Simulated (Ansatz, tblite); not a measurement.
Cost and result up the ladder for the cluster Si₂Mo₂ (the lowest singlet isomer of a short search) (4 atoms). Total charge 0; singlet. Geometry: PBE0-D4/def2-SVP.

```xyz
4

Mo    0.170   -1.353   -0.187
Mo   -0.782   -0.020    1.132
Si   -0.731    0.655   -1.189
Si    1.342    0.718    0.244
```

Ansatz on 2 threads of Arm Neoverse V1 on a shared host; xTB runs through tblite on one thread. Times are rough, summed over both states, and most runs start from the orbitals of an earlier one. PBE0-D4/def2-TZVP serves as the yardstick here, not as an exact answer. The other state is a doublet.

In the def2 sets Mo takes a core potential; there is no spin–orbit coupling. The xTB rows come from tblite. The structure comes from a short search, and lower isomers may exist.

Raw xTB energies of ions are shifted by several eV.

```json
{"level": "GFN1-xTB", "functions": "36", "wall time": "0.01 s"}
{"level": "GFN2-xTB", "functions": "36", "wall time": "0.021 s"}
{"level": "PBE0-D4/def2-TZVP (with forces)", "functions": "154", "wall time": "36 s"}
{"level": "r2SCAN-D4/def2-TZVP", "functions": "154", "wall time": "58 s"}
```

Problem. Estimate what each level gives for the vertical IE (eV).

Solution. 
```json
{"level": "GFN1-xTB", "vertical IE (eV)": "12.22", "difference from PBE0-D4/def2-TZVP (eV)": "5.15"}
{"level": "GFN2-xTB", "vertical IE (eV)": "11.21", "difference from PBE0-D4/def2-TZVP (eV)": "4.13"}
{"level": "PBE0-D4/def2-TZVP (with forces)", "vertical IE (eV)": "7.08", "difference from PBE0-D4/def2-TZVP (eV)": "0.00"}
{"level": "r2SCAN-D4/def2-TZVP", "vertical IE (eV)": "7.12", "difference from PBE0-D4/def2-TZVP (eV)": "0.04"}
```
